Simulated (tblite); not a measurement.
Species: C₇H₉F₂P.
SMILES with atom numbers: `[CH3:1][CH:2]([CH3:3])[c:4]1[cH:5][c:6]([F:7])[c:8]([F:9])[pH:10]1` (hydrogens: H11, H12, H13 on C1; H14 on C2; H15, H16, H17 on C3; H18 on C5; H19 on P10)

Cartesian coordinates in Å at the GFN2-xTB level; atoms count from 1:
```
atom  x, y, z in Å
C1    -1.638    1.257   -0.714
C2    -1.137    0.288    0.354
C3    -1.898   -1.040    0.284
C4     0.333    0.017    0.234
C5     1.108    0.129   -0.863
C6     2.483   -0.240   -0.648
F7     3.372   -0.158   -1.647
C8     2.767   -0.611    0.616
F9     3.967   -1.003    1.065
P10    1.260   -0.716    1.628
H11   -1.579    0.803   -1.700
H12   -1.046    2.169   -0.712
H13   -2.676    1.518   -0.522
H14   -1.320    0.729    1.342
H15   -2.963   -0.872    0.425
H16   -1.744   -1.511   -0.685
H17   -1.546   -1.718    1.059
H18    0.788    0.480   -1.828
H19    1.460    0.491    2.305
```

Calculated harmonic vibrations of the isolated species, GFN2-xTB (tblite), most abundant isotopes, no scaling. The method is semi-empirical: single wavenumbers can be off by several per cent or more. Modes of hydrogen on phosphorus can be 10 to 20 % off. One conformer, not necessarily the lowest.

Harmonic wavenumbers (cm⁻¹): 26.6, 92.2, 151.8, 168.7, 219.5, 235.5, 248.2, 256.4, 290.3, 331.8, 370.5, 421.1, 431.5, 485.0, 531.9, 547.1, 684.1, 715.5, 753.7, 770.8, 840.8, 914.6, 944.9, 979.5, 983.9, 1036.2, 1111.9, 1136.4, 1158.0, 1167.9, 1189.5, 1290.1, 1315.7, 1331.9, 1400.4, 1415.0, 1487.6, 1490.6, 1499.9, 1505.6, 1568.1, 1633.8, 2253.6, 2907.1, 3025.0, 3036.0, 3037.8, 3039.8, 3042.1, 3046.6, 3123.4.

A = 1981, B = 732.1, C = 579.2 MHz; mass 162.041 u (most abundant isotopes); point group C1, symmetry number 1.

Problem. What is the zero-point energy?

Solution. ½Σν̃ = 30823 cm⁻¹ = 368.72 kJ/mol.

Problem. What is S at 500 K and 1 bar for an ideal gas of classical rigid rotors and harmonic oscillators?

Solution. Translation 183.06, rotation 133.33, vibration 225.17: S = 541.6 J/(mol K).

Problem. And Cp and H(500 K) − H(0)?

Solution. Cp = 252.55 J/(mol K), of which vibrations give 219.29 (their classical limit is 51 R = 424.0); H(500 K) − H(0) = 74.83 kJ/mol without the zero-point energy, 58.20 from vibrations.

Problem. What must be added to the electronic energy to get the Gibbs energy at 500 K and 1 bar?

Solution. ZPE + [H(500 K) − H(0)] − T·S = 368.72 + 74.83 − 270.78 = 172.77 kJ/mol.

Problem. Which modes carry the vibrational entropy at 500 K?

Solution. 26.6 cm⁻¹: 29.68; 92.2 cm⁻¹: 19.37; 151.8 cm⁻¹: 15.27; 168.7 cm⁻¹: 14.40; 219.5 cm⁻¹: 12.27; 235.5 cm⁻¹: 11.71 J/(mol K); the other 45 give 122.47 together.

Hindered rotation and anharmonicity are outside this model. Other conformers, if any are populated, would add a mixing term that is left out. The structure is chiral; the term R ln 2 for an equal mix with its mirror image is left out.
